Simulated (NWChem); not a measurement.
Program: NWChem. System: F2Mg, charge 0, spin multiplicity 1, at a geometry optimised with PBE/def2-SVP. The structure started from a generated list of species. Level: RHF/def2-TZVP.

Output (cleaned and shortened):

```
             Northwest Computational Chemistry Package (NWChem) 7.3.0
             --------------------------------------------------------

                                NWChem Input Module
                                -------------------

 Scaling coordinates for geometry "geometry" by  1.889725989
 (inverse scale =  0.529177249)

 Turning off AUTOSYM since
 SYMMETRY directive was detected!

                             Geometry "geometry" -> ""
                             -------------------------

 Output coordinates in angstroms (scale by  1.889725989 to convert to a.u.)

  No.       Tag          Charge          X              Y              Z
 ---- ---------------- ---------- -------------- -------------- --------------
    1 Mg                  12.0000     0.00000000     0.00000000     0.00000000
    2 F                    9.0000     0.00000000     0.00000000     1.76819600
    3 F                    9.0000     0.00000000     0.00000000    -1.76819600

 Effective nuclear repulsion energy (a.u.)      76.7640942341

            Nuclear Dipole moment (a.u.)
            ----------------------------
        X                 Y               Z
 ---------------- ---------------- ----------------
     0.0000000000     0.0000000000     0.0000000000

      Symmetry information
      --------------------

 Group name             D2h
 Group number             26
 Group order               8
 No. of unique centers     2

      Symmetry unique atoms

     1    2


 Summary of "ao basis" -> "" (spherical)
 ------------------------------------------------------------------------------
       Tag                 Description            Shells   Functions and Types
 ---------------- ------------------------------  ------  ---------------------
 *                         def2-tzvp                  on all atoms

 Summary of "ao basis" -> "ao basis" (spherical)
 ------------------------------------------------------------------------------
       Tag                 Description            Shells   Functions and Types
 ---------------- ------------------------------  ------  ---------------------
 Mg                        def2-tzvp                12       32   5s4p3d
 F                         def2-tzvp                11       31   5s3p2d1f

                                 NWChem SCF Module
                                 -----------------

  ao basis        = "ao basis"
  functions       =    94
  atoms           =     3
[...]
   23    0.2431
   24    0.2431
   25    0.2866

                       ROHF Final Molecular Orbital Analysis
                       -------------------------------------

 Vector   13  Occ=2.000000D+00  E=-5.680636D-01  Symmetry=b3u
              MO Center= -6.7D-17, -9.0D-32, -1.8D-16, r^2= 3.6D+00
   Bfn.  Coefficient  Atom+Function         Bfn.  Coefficient  Atom+Function
  ----- ------------  ---------------      ----- ------------  ---------------
    38      0.333847  2 F  px                69      0.333847  3 F  px
    41      0.291197  2 F  px                72      0.291197  3 F  px
    44      0.212088  2 F  px                75      0.212088  3 F  px

 Vector   14  Occ=2.000000D+00  E=-5.672198D-01  Symmetry=b3g
              MO Center= -1.5D-31,  1.8D-17, -2.1D-16, r^2= 3.6D+00
   Bfn.  Coefficient  Atom+Function         Bfn.  Coefficient  Atom+Function
  ----- ------------  ---------------      ----- ------------  ---------------
    39      0.335162  2 F  py                70     -0.335162  3 F  py
    42      0.295035  2 F  py                73     -0.295035  3 F  py
    45      0.198019  2 F  py                76     -0.198019  3 F  py

 Vector   15  Occ=2.000000D+00  E=-5.672198D-01  Symmetry=b2g
              MO Center=  2.8D-17, -6.0D-32, -1.6D-16, r^2= 3.6D+00
   Bfn.  Coefficient  Atom+Function         Bfn.  Coefficient  Atom+Function
  ----- ------------  ---------------      ----- ------------  ---------------
    38      0.335162  2 F  px                69     -0.335162  3 F  px
    41      0.295035  2 F  px                72     -0.295035  3 F  px
    44      0.198019  2 F  px                75     -0.198019  3 F  px

 Vector   16  Occ=0.000000D+00  E= 1.138423D-02  Symmetry=ag
              MO Center=  2.1D-16,  2.3D-16, -6.5D-16, r^2= 6.3D+00
   Bfn.  Coefficient  Atom+Function         Bfn.  Coefficient  Atom+Function
  ----- ------------  ---------------      ----- ------------  ---------------
     5      1.060814  1 Mg s                 30     -0.209942  1 Mg d  0

 Vector   17  Occ=0.000000D+00  E= 7.836298D-02  Symmetry=b2u
              MO Center=  1.4D-32, -4.6D-17,  1.3D-17, r^2= 6.7D+00
   Bfn.  Coefficient  Atom+Function         Bfn.  Coefficient  Atom+Function
  ----- ------------  ---------------      ----- ------------  ---------------
    16      1.060545  1 Mg py                45     -0.166572  2 F  py
    76     -0.166572  3 F  py

 Vector   18  Occ=0.000000D+00  E= 7.836298D-02  Symmetry=b3u
              MO Center= -1.1D-16,  1.2D-30,  2.8D-17, r^2= 6.7D+00
   Bfn.  Coefficient  Atom+Function         Bfn.  Coefficient  Atom+Function
  ----- ------------  ---------------      ----- ------------  ---------------
    15      1.060545  1 Mg px                44     -0.166572  2 F  px
    75     -0.166572  3 F  px

 center of mass
 --------------
 x =   0.00000000 y =   0.00000000 z =   0.00000000

 moments of inertia (a.u.)
 ------------------
         424.234029445911           0.000000000000           0.000000000000
           0.000000000000         424.234029445911           0.000000000000
           0.000000000000           0.000000000000           0.000000000000

  Mulliken analysis of the total density
  --------------------------------------

    Atom       Charge   Shell Charges
 -----------   ------   -------------------------------------------------------
    1 Mg  12    10.66   2.00  0.70  1.29  0.22 -0.03  5.14  0.88  0.18  0.05  0.00  0.16  0.07
    2 F    9     9.67   0.77  1.20  0.59  0.99  0.40  2.23  2.28  1.19  0.00  0.00  0.00
    3 F    9     9.67   0.77  1.20  0.59  0.99  0.40  2.23  2.28  1.19  0.00  0.00  0.00

       Multipole analysis of the density wrt the origin
       ------------------------------------------------

     L   x y z        total         open         nuclear
     -   - - -        -----         ----         -------
     0   0 0 0     -0.000000      0.000000     30.000000

     1   1 0 0      0.000000      0.000000      0.000000
     1   0 1 0     -0.000000      0.000000      0.000000
     1   0 0 1      0.000000      0.000000      0.000000

     2   2 0 0    -11.285232      0.000000      0.000000
     2   1 1 0     -0.000000      0.000000      0.000000
     2   1 0 1      0.000000      0.000000      0.000000
     2   0 2 0    -11.285232      0.000000      0.000000
     2   0 1 1      0.000000      0.000000      0.000000
     2   0 0 2    -27.099812      0.000000    200.969885

 Task  times  cpu:        1.3s     wall:        1.3s

 Total times  cpu:        1.3s     wall:        1.3s
```

**Question.** Write an NWChem input that would produce this output.

**Answer.** Several could match; the one computed here: 
```
start mol
memory heap 200 mb stack 900 mb global 1100 mb
geometry units angstroms nocenter noautoz
  Mg     0.000000     0.000000     0.000000
  F      0.000000     0.000000     1.768196
  F      0.000000     0.000000    -1.768196
  symmetry group D2h
end
basis spherical
  * library def2-tzvp
end
scf
  rhf
  nopen 0
  maxiter 100
  thresh 1e-7
  semidirect memsize 60000000 filesize 0
end
task scf energy
```
